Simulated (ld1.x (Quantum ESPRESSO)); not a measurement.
Values are calculated unless marked as measured or tabulated.
**Hardness and transferability of assorted potentials**

Generated with ld1.x 7.5 (TM, RRKJ, ultrasoft, PAW), atompaw 4.2 or ONCVPSP 4.0.1. The cutoff is in Ry: for ld1.x and atompaw files where the sum of valence levels is converged to 10 mRy in a Bessel basis, for ONCV files where the hardest occupied wave has 1 mHa per electron of residual kinetic energy. The error is the largest all-electron minus pseudo excitation energy over each file’s own four to seven test configurations (ionisations up to +4, promotions, holes and added fractions of an electron), all of which were solved. The labels leave out finer settings (local radius, basis sizes, second energies), which also bear on the numbers. Spin-polarised tests are not counted. The rows are a selection from randomly drawn settings: files with unsolved tests, undetermined cutoffs or missed reference levels are left out.

A true bound ghost makes a file unfit for plane-wave use even where its test errors are small: the radial tests pick states by their node count and pass the ghost by.

```csv
element,potential,cutoff (Ry),largest error (meV),bound ghosts
O,"TM, PBE, non-relativistic, rc 0.65/1.80 (sp), local smoothed, core correction no, reference 2s2 2p4",140,+1578,none
O,"TM semilocal, PBE, scalar-relativistic, rc 0.75/1.80/1.55 (spd), local s, core correction yes, reference 2s2 2p4",80,+1435,none
Mo,"ultrasoft, PW91, scalar-relativistic, rc 3.05/1.85/2.45/2.65 (spdf), local smoothed, core correction yes, reference 4p6 4d5 5s0.5 5p0",25,-46,none
Mo,"TM, LDA (PZ), scalar-relativistic, rc 2.25/1.45/2.20/2.20 (spdf), local f, core correction yes, reference 4p6 4d4 5s2 5p0",55,-48,s
Cd,"RRKJ, PBEsol, scalar-relativistic, rc 2.10/3.40/2.85 (spd), local s, core correction no, reference 5s2 5p0",8,+161,d
Sn,"TM, PBE, scalar-relativistic, rc 1.70/1.95/1.65 (spd), local s, core correction no, reference 4d10 5s2 5p1",80,+117,none
W,"RRKJ, BLYP, scalar-relativistic, rc 2.70/1.40/1.75 (spd), local s, core correction yes, reference 5p6 5d4 6s2 6p0",70,-495,none
```

Question: Fill in the row for B: RRKJ, PBE, non-relativistic, rc 1.20/2.40 (sp), local s, core correction yes, reference 2s2 2p0.

Answer: cutoff 21 Ry, largest error +91 meV, bound ghosts: none.
